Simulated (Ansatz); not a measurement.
Reaction (homolysis of the Ga–H bond): `C[O][GaH2]` → `C[O][GaH]`• + H•

Program: Ansatz. Geometries: PBE0-D4/def2-TZVP. ΔE: electronic, gas phase. CBS: MP2 limit from def2 TZ/QZ plus the TZ coupled-cluster correction, frozen cores. This one scheme is used for every species, atoms too. DFT in def2-TZVPP. HSE06 is defined as in plane-wave codes. No spin–orbit coupling; open shells (•) take unrestricted orbitals. For Ga outer-core shells are correlated without core-valence functions, so the limit isn't a true one: a few kJ/mol of doubt a bond, and 10 to 20 or more in all where bonds break to atoms. Scalar relativity is left out up to krypton.

`C[O][GaH2]`:

Cartesian coordinates in Å:
```
C -0.399 -0.760 0.876
O 0.691 -0.364 0.090
Ga 0.615 0.937 -1.126
H -0.621 -1.819 0.703
H -1.314 -0.186 0.669
H -0.160 -0.637 1.939
H -0.772 1.642 -1.284
H 1.960 1.186 -1.867
```

`C[O][GaH]`•:

Cartesian coordinates in Å:
```
C 0.289 -0.465 0.868
O -0.392 -0.184 -0.323
Ga -0.158 1.186 -1.453
H 1.064 0.275 1.107
H 0.771 -1.446 0.799
H -0.417 -0.494 1.705
H -1.157 1.128 -2.703
```

What is ΔE at CCSD(T)/CBS? (Best estimate.)

Ansatz gave: +86.7 kcal/mol.

What do these levels give: revPBE-D4, HSE06-D4, revPBE, BLYP, HSE06, CCSD(T)/def2-SVP? (Estimate.)

Ansatz gave: revPBE-D4 78.1, HSE06-D4 80.3, revPBE 76.8, BLYP 78.6, HSE06 79.9, CCSD(T)/def2-SVP 81.4 kcal/mol.

What do rigid-rotor, harmonic-oscillator terms from PBE0-D4/def2-TZVP frequencies (298.15 K, 1 bar) make of the CCSD(T)/CBS value? (An estimate is asked.)

Ansatz gave: ΔZPE = -5.2 kcal/mol, ΔH = +82.9 kcal/mol, ΔS = 121 J/(mol·K), ΔG = +74.3 kcal/mol. Open shells count their whole term as degenerate.

Largest T1 diagnostic among the species: 0.018.

In def2-TZVPP, CCSD(T) changes the Hartree–Fock value by +20.3 kcal/mol (the triples alone add +0.0 kcal/mol) and MP2 by +18.1 kcal/mol; breaking electron pairs costs correlation energy, which Hartree–Fock lacks. From PBE to PBE0 (25 % exact exchange), in def2-TZVPP and without D4, ΔE moves by +1.6 kcal/mol. At CCSD(T), def2-SVP lies −5.4 kcal/mol from the extrapolated value and def2-TZVPP −2.2 kcal/mol: correlation converges slowly with the basis, and small sets miss more of it in the bonded molecule than in its fragments.
